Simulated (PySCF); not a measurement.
## Correlation energy of Mo³⁺ (molybdenum, charge +3)

[Kr] 4d3, high-spin 4F determinant. Computed with PySCF 2.14 in def2-TZVPPD with the def2 core potential (28 electrons) (6s4p3d2f1g, 56 functions), with scalar relativity through the core potential. Frozen: nothing; 11 electrons correlated.

```csv
level,correlation energy (mhartree)
CCSD,-269.06
(T),-5.08
CCSD(T),-274.14
```

Diagnostics: T1 = 0.0036, D1 = 0.0084, largest double amplitude 0.033.

Question: Is a single reference adequate?

Answer: Yes, within this model without spin-orbit coupling: T1 lies below 0.03 and no double amplitude reaches 0.07.

The basis has no tight functions for the innermost shells, so their pair energies are far from complete.

This basis was not built for core-valence correlation, so the inner-shell part is incomplete.
